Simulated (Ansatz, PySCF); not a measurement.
Dimer: HF (SMILES F) (first 2 atoms) with CH2O2 (SMILES O=CO); geometry from B3LYP-D3(BJ)/def2-TZVP, rigid monomers moved along the line of their centres of mass till H2···O3 is 1.88 Å.
(charge 0, multiplicity 1):
| atom | x (Å) | y (Å) | z (Å) |
|---|---|---|---|
| F | 0.3902 | 0.0014 | 0.4621 |
| H | -0.1553 | -0.4725 | 1.0950 |
| O | -0.7234 | -0.7778 | 2.8612 |
| C | -0.1421 | -0.0282 | 3.6187 |
| O | 0.7585 | 0.8731 | 3.2707 |
| H | -0.3128 | -0.0259 | 4.6995 |
| H | 0.8862 | 0.8433 | 2.2959 |

Counterpoise-corrected where a basis set is named; no monomer relaxation.

Cores are frozen in the correlated methods. CBS(a, b) extrapolates the correlation energy as X⁻³ and adds the Hartree–Fock energy of set b. Rows in 6-31G* carry no dispersion term and start afresh at each structure (6-31G* with six Cartesian d functions). MP2/6-31G* freezes PySCF's default core.

Codes used: Ansatz (Gaussian basis) for Hartree–Fock, density functionals and correlated methods; PySCF for 6-31G* rows. Each number belongs to the level named beside it.

Task: Give the interaction energy at the level MP2/CBS(aug-cc-pVDZ, aug-cc-pVTZ) + ΔCCSD(T)/aug-cc-pVDZ.

Result: -11.1 kcal/mol

Task: Give the interaction energy at the level MP2/6-31G*.

Result: -9.7 kcal/mol

Task: What is the computed interaction energy (MP2/aug-cc-pVDZ)?

Result: -10.1 kcal/mol

Ansatz is a quantum-chemistry and plane-wave program.
